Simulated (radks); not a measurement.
The numbers below are computed, except where a source is named.
Species: N2+. Configuration: [He] 2s2 2p1.

Code: a radial shooting solver on a logarithmic mesh with Libxc functionals. Model: scalar-relativistic Kohn-Sham, AM05, spin-polarised, spherical densities, finite nucleus; open shells are filled with parallel spins first; Fermi nuclear charge, rms radius 2.5582 fm.

Energy parts (eV):
| part | energy |
|---|---|
| total | -1431.251 |
| kinetic | 1427.398 |
| electron-nucleus | -3209.766 |
| Hartree | 498.117 |
| exchange-correlation | -147.000 |

Orbitals (lengths in bohr, moments of r in powers of bohr; <r^-3> diverges for s and p1/2; r(max) is where P^2 peaks):
orbital  occ.  eigenvalue (eV)  <r^-3>  r(max)
1s up       1        -421.1877       -  0.1490
1s down     1        -420.3641       -  0.1488
2s up       1         -49.8813       -  0.9559
2s down     1         -47.5235       -  0.9665
2p up       1         -38.3998   4.767  0.8557
2p down     0         -35.8870   4.553  0.8751

The highest occupied level is 2p up at -38.400 eV. The density falls to 0.001 e/bohr^3 at r = 2.68 bohr.
